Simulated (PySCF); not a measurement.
C5H12OSi, SMILES C[Si](C)(C)CC=O, GFN2-xTB optimised geometry. Atoms within 1.6 Å of the plane z = 0.0 Å (x, y, z in Å): C1 (1.02, -1.63, -0.24), Si2 (0.47, 0.19, 0.00), C4 (1.08, 1.26, -1.45), C5 (-1.47, 0.19, 0.00), C6 (-1.92, 1.58, 0.00), O7 (-2.10, 2.27, 0.98), H8 (2.10, -1.70, -0.22), H9 (0.63, -2.27, 0.55), H10 (0.68, -2.03, -1.19), H15 (2.16, 1.22, -1.54), H16 (0.80, 2.30, -1.31), H17 (-1.80, -0.32, 0.91), H18 (-1.84, -0.34, -0.87), H19 (-2.05, 2.02, -1.01).

Level of theory: CAM-B3LYP/def2-SVP in PySCF. Cells within 0.4 Å of a nucleus heavier than hydrogen are left out (blank, or x).

Map of the electron localisation function on the plane z = 0.0 Å:

```
|000000000000000000000000000|
|000000000000000000000000000|
|000000000000000000000000000|
|000000110000000000000000000|
|000001111100000000000000000|
|000011111110000000000000000|
|000012234431000000000000000|
|000124444551000000000000000|
|0001453xx341000100000000000|
|0001353xx651012321000000000|
|000024689964321243100000000|
|000002688678702113100000000|
|00000245xx5962xx01100000000|
|00000245xx5962xx01100000000|
|000001465468601025200000000|
|000001245444347998422100000|
|000000112210158987789861000|
|0000000000001464x4999994000|
|0000000000001462x3999996000|
|000000000000168866999995000|
|000000000000268975689982000|
|000000000000257863235520000|
|000000000000135531001000000|
|000000000000001110000000000|
|000000000000000000000000000|
|000000000000000000000000000|
|000000000000000000000000000|
```
Scale: ten equal steps from 0.000 (start of '0') to 0.998 (end of '9'), in the order '0123456789'; x runs from -4.50 to 4.50, y from -4.50 (bottom) to 4.50 (top).
